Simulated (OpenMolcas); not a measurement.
An atom or ion with 42 electrons was computed by SS-CASPT2, IPEA 0.25 Eh, imaginary shift 0.1 Eh with spin-orbit coupling (OpenMolcas, ANO-RCC-VQZP, DKH2). The lowest levels that the run gave, each within 12 % of the measured value where one is at hand:

```json
{"J": "4", "Parity": "even", "E (cm⁻¹)": "0.0", "g": "1.493"}
{"J": "3", "Parity": "even", "E (cm⁻¹)": "2520", "g": "1.496"}
{"J": "2", "Parity": "even", "E (cm⁻¹)": "3740", "g": "1.497"}
{"J": "1", "Parity": "even", "E (cm⁻¹)": "4660", "g": "1.498"}
{"J": "0", "Parity": "even", "E (cm⁻¹)": "5070", "g": ""}
{"J": "4", "Parity": "even", "E (cm⁻¹)": "21440", "g": "1.017"}
{"J": "2", "Parity": "even", "E (cm⁻¹)": "21640", "g": "1.478"}
{"J": "6", "Parity": "even", "E (cm⁻¹)": "22380", "g": "1.159"}
{"J": "5", "Parity": "even", "E (cm⁻¹)": "22680", "g": "1.078"}
{"J": "3", "Parity": "even", "E (cm⁻¹)": "25200", "g": "1.011"}
{"J": "4", "Parity": "even", "E (cm⁻¹)": "25760", "g": "1.019"}
{"J": "2", "Parity": "even", "E (cm⁻¹)": "26160", "g": "0.689"}
```

Task: Which ion is it, and what are the configurations and terms?

Result: Ag5+ (Z = 47, charge +5; active space 6 electrons in 10 orbitals (4d 5d)). J, parity and g give the terms where levels are pure, and mixed ones are named by the computed weights; the size of the splittings, set against known spectra of the 42-electron sequence, gives the charge. In order, with the measured energies in cm⁻¹ (the list in Gamrath, thesis, University of Mons (2023)): 4d⁶ ⁵D₄, 4d⁶ ⁵D₃ (2692), 4d⁶ ⁵D₂ (3953), 4d⁶ ⁵D₁ (4941), 4d⁶ ⁵D₀ (5380), 4d⁶ ³H₄ [37 %], 4d⁶ ³P₂(1) (21042), 4d⁶ ³H₆ (21512), 4d⁶ ³H₅ [74 %] (21812), 4d⁶ ³F₃(1) [75 %] (24441), 4d⁶ ³H₄ [51 %], 4d⁶ ³F₂(1) (25306).

CASPT2 breaks the degeneracy within a term, and the mean is taken; among the terms shown or strongly mixed into the levels shown the widest spread is 88 cm-1 (4d⁶ ³F(1)). Active for correlation alone: 5d; no level in the range computed is led by a configuration that fills it, so any true level of that kind is missing. Computed and measured levels are paired by configuration, term and J; levels that our copy of the source lacks, or whose pairing is in doubt (as where it misses far off the trend of its configuration), stay unpaired and out of the deviations. Levels of configurations outside the active space are missing.

A share in square brackets marks a mixed level and gives the weight of the term that names it. A number in round brackets counts repeated terms of one configuration in the order of the reference energies.
